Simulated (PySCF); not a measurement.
W(O)(S)(OH)(NH2) (H3NO2SW), SMILES [NH2][W](=[O])([OH])=[S], multiplicity 1. The structure is a stationary point at B3LYP-D3(BJ)/def2-SVP. The multiplicity is an assumed one; no other spin state was optimised. The structure was generated by enumeration; whether it is a known compound was not checked. The def2 effective core potentials stand for the cores of W; spin–orbit coupling is left out. The values are those of a single conformer.

Level of theory: PySCF with B3LYP-D3(BJ)/def2-SVP.

Harmonic wavenumbers (cm⁻¹): 164, 184, 208, 214, 246, 264, 355, 485, 538, 550, 664, 710, 720, 1007, 1506, 3540, 3637, 3856. Rotational constants (GHz): 3.207, 2.168, 1.996; symmetry number 1.

Problem. Work out the zero-point energy and the ideal-gas rigid-rotor harmonic-oscillator thermochemistry at 298.15 K and 1 atm.

Solution. ZPE = ½ Σ hcν = ½ × 18848 cm⁻¹ = 112.74 kJ/mol. H − E(el) = 134.77 kJ/mol. Entropy in J/(mol K): translation 178.33, rotation 115.23, vibration 67.97, total 361.53. G − E(el) = 26.98 kJ/mol. Cp = 112.77 J/(mol K).
